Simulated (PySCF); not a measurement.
Input for PySCF:
```python
from pyscf import gto, scf, dft

mol = gto.Mole()
mol.atom = '''
    B     0.018083   -0.019782   -0.037610
    Br   -1.507311   -1.111182   -0.137553
    Br    0.019712    1.666704   -0.864490
    Br    1.485016   -0.552696    1.007416
'''
mol.basis = 'pcseg-2'
mol.charge = 0
mol.spin = 0
mol.verbose = 4
mol.build()

mf = dft.RKS(mol)
mf.xc = 'lda,vwn'
mf = mf.density_fit(auxbasis='def2-universal-jkfit')
mf.kernel()
```

**Question.** What does this run give for the nuclear repulsion energy, HOMO-LUMO gap, HOMO energy, number of basis functions, Mulliken (on the basis functions themselves) charges in atom order?

**Answer.** 
The nuclear repulsion energy is 745.8805 Eh and the HOMO-LUMO gap is 4.03 eV. The HOMO energy is -7.17 eV and the number of basis functions is 159. The Mulliken (on the basis functions themselves) charges in atom order is B1 0.29, Br2 -0.10, Br3 -0.10, Br4 -0.10.
